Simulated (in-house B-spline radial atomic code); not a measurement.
BSE on G0W0@HF excitations of N⁵⁺

Method: BSE on G0W0@HF. Computed with a B-spline radial code for spherical atoms: linear response of the closed shell 1s2 with a statically screened interaction on G0W0 levels; scalar-relativistic (spin-free one-electron X2C), finite nucleus, no spin-orbit coupling, no double excitations, S, P, D and F terms only.

Command:
```bash
python run_td.py task.json out
```
Settings (radii: box in bohr, nucleus in fm):
```
Z                        7
electrons                2
configuration            1s2
hamiltonian              x2c
method                   bse
box_radius               16.35
rms_radius               2.5582
intervals                73
```

Cost of the run: 13 s on 1 thread of Arm Neoverse N1, on a shared host.

The lowest states, in the order of their Tamm-Dancoff energies; the method's threshold (minus the highest G0W0 level) is 552.10 eV. Labels give the largest channel, * marks a mixed state, and oscillator strengths are full-response dipole values. Energies in eV:

```tsv
state	full response	Tamm-Dancoff	oscillator strength
1s → 2s 3S	419.63	419.69	-
1s → 2p 3P	426.12	426.15	-
1s → 2s 1S	426.83	426.90	-
1s → 2p 1P	431.01	431.04	0.666
1s → 3s 3S	494.93	494.94	-
1s → 3p 3P	496.68	496.69	-
1s → 3s 1S	?	?	-
1s → 3d 3D	?	?	-
1s → 3d 1D	497.68	497.68	-
1s → 3p 1P	498.02	498.03	0.144
```

Question: Where does 1s → 3d 3D lie?

Answer: At 497.62 eV in full response, 497.62 eV in Tamm-Dancoff.

Question: Where does 1s → 3s 1S lie?

Answer: At 496.80 eV in full response, 496.82 eV in Tamm-Dancoff.

Question: How large is the singlet-triplet splitting of 1s → 2s (S terms) in Tamm-Dancoff?

Answer: 7.21 eV, from the unrounded values.

Question: What polarisabilities and dispersion coefficient does the method give?

Answer: Dipole 0.004624 bohr³, quadrupole 0.0003803 bohr⁵, C6 0.0002985 hartree·bohr⁶ for two such species.
